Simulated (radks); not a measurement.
Results of a calculation; reference values are marked as such.
Isoelectronic series with 30 electrons, each ion in its NIST ground configuration. Level of theory: Dirac Kohn-Sham, PBEsol, spin-unpolarised, spherical densities, point nucleus (a radial shooting solver on a logarithmic mesh with Libxc functionals). Total energies (hartree) and orbital eigenvalues (eV):

| ion | configuration | E (hartree) | 4s1/2 | 3d5/2 |
|---|---|---|---|---|
| Zn | [Ar] 3d10 4s2 | -1794.66613 | -5.9979 | -10.0261 |
| Ga+ | [Ar] 3d10 4s2 | -1942.33102 | -16.3610 | -27.2695 |
| Ge2+ | [Ar] 3d10 4s2 | -2096.55146 | -29.2797 | -48.9844 |
| As3+ | [Ar] 3d10 4s2 | -2257.31275 | -44.4566 | -74.6351 |
| Se4+ | [Ar] 3d10 4s2 | -2424.61466 | -61.7404 | -103.9356 |
| Br5+ | [Ar] 3d10 4s2 | -2598.46538 | -81.0431 | -136.7141 |
| Kr6+ | [Ar] 3d10 4s2 | -2778.87860 | -102.3092 | -172.8594 |
| Rb7+ | [Ar] 3d10 4s2 | -2965.87192 | -125.5024 | -212.2951 |
| Sr8+ | [Ar] 3d10 4s2 | -3159.46597 | -150.5983 | -254.9667 |
